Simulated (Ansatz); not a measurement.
Ansatz (a quantum-chemistry and plane-wave program) input (CCSD(T)/def2-SVPD):

Ansatz 0.2 input:
```yaml
crystal:
  periodic: [false, false, false]
  atoms:
    - {symbol: Zn, position_ang: [-0.33633296, -0.31685854, -0.43001165]}
    - {symbol: Cl, position_ang: [1.70736839, 0.63245292, -0.98389702]}
    - {symbol: Cl, position_ang: [-1.11383964, -0.07329080, 1.74274111]}
basis:
  gaussian:
    orbitals: def2-SVPD
total_charge: -1
magnetization: {spin_polarized: true, initial_magnetization: 1}
correlation: {method: ccsd_t, electrons: outside_noble_gas}
output: {forces: true}
```

End of the output:

```
cycle   2  -16.14919359 eV  change    4.0e-4 eV  update   6.0e-4
cycle   3  -16.14924590 eV  change   -5.2e-5 eV  update   3.3e-4
cycle   4  -16.14938372 eV  change   -1.4e-4 eV  update   9.0e-5
cycle   5  -16.14948760 eV  change   -1.0e-4 eV  update   2.8e-5
cycle   6  -16.14950082 eV  change   -1.3e-5 eV  update   8.0e-6
cycle   7  -16.14950170 eV  change   -8.8e-7 eV  update   3.6e-6
cycle   8  -16.14950108 eV  change    6.3e-7 eV  update   1.6e-6
cycle   9  -16.14949931 eV  change    1.8e-6 eV  update   6.5e-7
perturbative correction -0.45293952 eV, -0.0166452203 hartree
the calculation of the forces begins
Total energy: -73390.82860006 eV, -2697.0632049620 hartree
Atom 0 at    -0.336333    -0.316859    -0.430012 Å, force    -0.054012    -0.050885    -0.069056 eV/Å
Atom 1 at     1.707368     0.632453    -0.983897 Å, force     0.043838     0.029653     0.018260 eV/Å
Atom 2 at    -1.113840    -0.073291     1.742741 Å, force     0.010174     0.021232     0.050796 eV/Å
Dipole moment:    -0.141789    -0.133579    -0.181281 e Å
```

The spin state was set by rule; other spins were not relaxed.
